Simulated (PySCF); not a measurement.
C₄H₁₀O₂, triplet, at the geometry of the source list (a higher spin typed on purpose: for a closed-shell molecule this is an excited state) (in this run its highest filled SCF level lies above zero, so its values depend strongly on the basis, on diffuse functions most of all); B3LYP/3-21G (PySCF).

Input for PySCF:
```python
from pyscf import gto, scf, dft

mol = gto.Mole()
mol.atom = '''
    C     2.713700    0.698600   -0.028000
    O     1.441200    0.345400    0.442900
    C     0.729000   -0.461000   -0.462000
    C    -0.674200   -0.705200    0.074400
    O    -1.477000    0.418400   -0.189000
    C    -2.761100    0.311400    0.363700
    H     3.333600   -0.190900   -0.204800
    H     3.170800    1.313100    0.744300
    H     2.650500    1.270100   -0.962500
    H     1.245600   -1.427100   -0.591600
    H     0.655500    0.032300   -1.442000
    H    -1.103600   -1.596600   -0.413400
    H    -0.615200   -0.891100    1.156600
    H    -3.298600   -0.555900   -0.043400
    H    -2.720200    0.214200    1.455800
    H    -3.289900    1.224200    0.099100
'''
mol.basis = '3-21g'
mol.charge = 0
mol.spin = 2
mol.verbose = 4
mol.build()

mf = dft.UKS(mol)
mf.xc = 'b3lyp'
mf.kernel()
```

### Question
What does PySCF print? Leave out banner, timings and long lists.

### Answer

```
PySCF version 2.14.0

[INPUT] verbose = 4
[INPUT] num. atoms = 16
[INPUT] num. electrons = 50
[INPUT] charge = 0
[INPUT] spin (= nelec alpha-beta = 2S) = 2
[INPUT] symmetry False subgroup None
[INPUT] Mole.unit = angstrom
[INPUT] Symbol           X                Y                Z      unit          X                Y                Z       unit  Magmom
[INPUT]  1 C      2.713700000000   0.698600000000  -0.028000000000 AA    5.128149784232   1.320162670621  -0.052912331488 Bohr   0.0
[INPUT]  2 O      1.441200000000   0.345400000000   0.442900000000 AA    2.723473290723   0.652711403425   0.836959700570 Bohr   0.0
[INPUT]  3 C      0.729000000000  -0.461000000000  -0.462000000000 AA    1.377610344808  -0.871163743424  -0.873053469549 Bohr   0.0
[INPUT]  4 C     -0.674200000000  -0.705200000000   0.074400000000 AA   -1.274053353182  -1.332634863043   0.140595623668 Bohr   0.0
[INPUT]  5 O     -1.477000000000   0.418400000000  -0.189000000000 AA   -2.791125485983   0.790661410518  -0.357158237543 Bohr   0.0
[INPUT]  6 C     -2.761100000000   0.311400000000   0.363700000000 AA   -5.217722802537   0.588460715190   0.687293391504 Bohr   0.0
[INPUT]  7 H      3.333600000000  -0.190900000000  -0.204800000000 AA    6.299591008850  -0.360748717179  -0.387015910311 Bohr   0.0
[INPUT]  8 H      3.170800000000   1.313100000000   0.744300000000 AA    5.991943595771   2.481399374166   1.406523154514 Bohr   0.0
[INPUT]  9 H      2.650500000000   1.270100000000  -0.962500000000 AA    5.008719093160   2.400141150810  -1.818861394894 Bohr   0.0
[INPUT] 10 H      1.245600000000  -1.427100000000  -0.591600000000 AA    2.353842860758  -2.696828152367  -1.117961975293 Bohr   0.0
[INPUT] 11 H      0.655500000000   0.032300000000  -1.442000000000 AA    1.238715474652   0.061038153823  -2.724985071623 Bohr   0.0
[INPUT] 12 H     -1.103600000000  -1.596600000000  -0.413400000000 AA   -2.085501751070  -3.017136730481  -0.781212779895 Bohr   0.0
[INPUT] 13 H     -0.615200000000  -0.891100000000   1.156600000000 AA   -1.162559511832  -1.683934949600   2.185657235672 Bohr   0.0
[INPUT] 14 H     -3.298600000000  -0.555900000000  -0.043400000000 AA   -6.233450594490  -1.050498752646  -0.082014113806 Bohr   0.0
[INPUT] 15 H     -2.720200000000   0.214200000000   1.455800000000 AA   -5.140433004042   0.404779335882   2.751063292142 Bohr   0.0
[INPUT] 16 H     -3.289900000000   1.224200000000   0.099100000000 AA   -6.217009977207   2.313402721693   0.187271858944 Bohr   0.0

nuclear repulsion = 256.528333500267
number of shells = 50
number of NR pGTOs = 120
number of NR cGTOs = 74
basis = 3-21g
ecp = {}

******** <class 'pyscf.dft.uks.UKS'> ********
method = UKS
initial guess = minao
damping factor = 0
level_shift factor = 0
DIIS = <class 'pyscf.scf.diis.CDIIS'>
diis_start_cycle = 1
diis_space = 8
diis_damp = 0
SCF conv_tol = 1e-09
SCF conv_tol_grad = None
SCF max_cycles = 50
direct_scf = True
direct_scf_tol = 1e-13
number electrons alpha = 26  beta = 24
XC library pyscf.dft.libxc version 7.1.2
    S. Lehtola, C. Steigemann, M. J. T. Oliveira, and M. A. L. Marques,  SoftwareX 7, 1–5 (2018)
XC functionals = b3lyp
    P. J. Stephens, F. J. Devlin, C. F. Chabalowski, and M. J. Frisch,  J. Phys. Chem. 98, 11623 (1994)
radial grids:
    Treutler-Ahlrichs [JCP 102, 346 (1995); DOI:10.1063/1.469408] (M4) radial grids

becke partition: Becke, JCP 88, 2547 (1988); DOI:10.1063/1.454033
pruning grids: <function nwchem_prune>
grids dens level: 3
symmetrized grids: False
atomic radii adjust function: <function treutler_atomic_radii_adjust>
small_rho_cutoff = 0
Set gradient conv threshold to 3.16228e-05
tot grids = 182720
init E= -307.569076100572

cycle= 1 E= -306.796510708572  delta_E= 0.773  |g|= 0.356  |ddm|= 4.13

cycle= 2 E= -306.71171384402  delta_E= 0.0848  |g|= 0.602  |ddm|=  2.4

cycle= 3 E= -306.854215837891  delta_E= -0.143  |g|= 0.0261  |ddm|= 1.41

cycle= 4 E= -306.854028466202  delta_E= 0.000187  |g|= 0.0362  |ddm|= 0.191

cycle= 5 E= -306.851677259815  delta_E= 0.00235  |g|= 0.0733  |ddm|= 0.293

cycle= 6 E= -306.854740632185  delta_E= -0.00306  |g|= 0.00414  |ddm|= 0.217

cycle= 7 E= -306.854751084296  delta_E= -1.05e-05  |g|= 0.00188  |ddm|= 0.0269

cycle= 8 E= -306.854752987186  delta_E= -1.9e-06  |g|= 0.000569  |ddm|= 0.00479

cycle= 9 E= -306.854753235908  delta_E= -2.49e-07  |g|= 0.000265  |ddm|= 0.00607

cycle= 10 E= -306.854753280589  delta_E= -4.47e-08  |g|= 0.000256  |ddm|= 0.0024

cycle= 11 E= -306.854753280122  delta_E= 4.66e-10  |g|= 0.000369  |ddm|= 0.00188

cycle= 12 E= -306.85475334182  delta_E= -6.17e-08  |g|= 0.000384  |ddm|= 0.00306

cycle= 13 E= -306.854753269887  delta_E= 7.19e-08  |g|= 0.000149  |ddm|= 0.00713

cycle= 14 E= -306.85475324604  delta_E= 2.38e-08  |g|= 2.27e-05  |ddm|= 0.00613

cycle= 15 E= -306.854753246431  delta_E= -3.91e-10  |g|= 1e-05  |ddm|= 0.000247

Extra cycle  E= -306.854753245141  delta_E= 1.29e-09  |g|= 4.93e-05  |ddm|= 0.000227
converged SCF energy = -306.854753245141  <S^2> = 2.0041177  2S+1 = 3.0027438
```
